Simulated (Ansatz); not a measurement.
Relaxation of AlCl2FH3N (8 atoms, charge 0, multiplicity 1), to a largest force component of 0.03 eV/Å in at most 50 steps.

Method: RKS PBE0-D4/def2-SVP in Ansatz.

```xyz
8
Properties=species:S:1:pos:R:3
Al -0.009 -0.184 0.153
N -0.025 -0.111 2.017
H -0.808 -0.504 2.531
H 0.839 -0.225 2.538
Cl 1.811 0.062 -0.835
Cl -1.773 -0.643 -0.862
F -0.558 2.555 0.850
H -0.446 2.063 1.630
```

Q: Where does it end, and by what steps?

A: The forces met the threshold. After 14 steps the energy has fallen by 2.412 eV; H8 moved furthest, 1.34 Å. Parted: F7–H8 (0.93 → 2.68 Å). Joined: Al1–F7 (2.88 → 1.67 Å), N2–H8 (2.25 → 1.02 Å).

```
step  energy less start (eV)  largest force component (eV/Å)  accepted
   0                  0.0000                           1.723       yes
   1                 -0.2577                           0.662       yes
   2                 -0.5313                           1.178       yes
   3                 -0.7200                           0.897       yes
   4                 -0.8751                           1.023       yes
   5                 -1.0705                           1.448       yes
   6                 -1.3653                           1.846       yes
   7                 -1.8375                           2.621       yes
   8                 -2.1945                           1.750       yes
   9                 -2.2696                           2.131       yes
  10                 -2.3857                           0.556       yes
  11                 -2.3872                           0.532       yes
  12                 -2.4082                           0.238       yes
  13                 -2.4114                           0.131       yes
  14                 -2.4121                           0.030       yes
```

```xyz
8
Properties=species:S:1:pos:R:3
Al -0.161 0.611 0.028
N -0.097 0.223 1.999
H -0.811 -0.458 2.262
H 0.817 -0.144 2.271
Cl 1.791 0.068 -0.577
Cl -1.762 -0.623 -0.595
F -0.481 2.251 0.112
H -0.266 1.085 2.521
```

Whether the end is a true minimum wasn't checked by a vibrational analysis.

Time of the run: 23 s on 2 threads of Intel(R) Xeon(R) 6975P-C (Granite Rapids), with other jobs on the host, peak memory 0.23 GiB.
